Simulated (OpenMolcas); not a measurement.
# Ionisation energies of praseodymium

| Property | Result |
| --- | --- |
| Program | OpenMolcas 26.06 |
| Basis | ANO-RCC-VTZP [8s7p5d3f2g1h] |
| Scalar Hamiltonian | DKH2, point nucleus |
| Spin-orbit coupling | RASSI with atomic mean-field integrals over the reference wave functions, term energies averaged over their components |

Active shells in each charge state: the valence f shell, with orbitals averaged over the low states. Where CASPT2's correlated closed shells are named, they are those of the first ion.

A. CASSCF
B. SS-CASPT2, IPEA 0.25 Eh, imaginary shift 0.1 Eh (closed shells correlated: 5s 5p)
C. SS-CASPT2, IPEA 0.25 Eh, imaginary shift 0.1 Eh (closed shells correlated: 4d 5s 5p)
D. SS-CASPT2, IPEA 0 Eh, imaginary shift 0.1 Eh (closed shells correlated: 5s 5p)

Energies in eV between the lowest computed levels, named as in B; reference values from the NIST Atomic Spectra Database with their kind.

| From | To | A | B | C | D | Spin-orbit share in B | Reference |
| --- | --- | --- | --- | --- | --- | --- | --- |
| Pr2+ 4f3 4I* 9/2 | Pr3+ 4f2 3H4 | 19.691 | 21.380 | 21.442 | 21.535 | +0.011 | 21.624 (measured) |
| Pr3+ 4f2 3H4 | Pr4+ 4f 2F* 5/2 | 37.457 | 38.544 | 38.507 | 38.631 | +0.111 | 38.981 (semi-empirical) |
| Pr4+ 4f 2F* 5/2 | Pr5+ 5p6 1S0 | 56.723 | 57.553 | 57.302 | 57.564 | +0.226 | 57.530 (semi-empirical) |

Error against the reference values, in %:

```
From       Reference     A     B     C     D
Pr2+        measured  -8.9  -1.1  -0.8  -0.4
Pr3+  semi-empirical  -3.9  -1.1  -1.2  -0.9
Pr4+  semi-empirical  -1.4     0  -0.4  +0.1
```

Absolute error against the one measured value: A 1.93 eV, B 0.24 eV, C 0.18 eV, D 0.09 eV. D lies closest.

The lowest level within the active space need not be the ion's true ground level.

* marks odd parity.
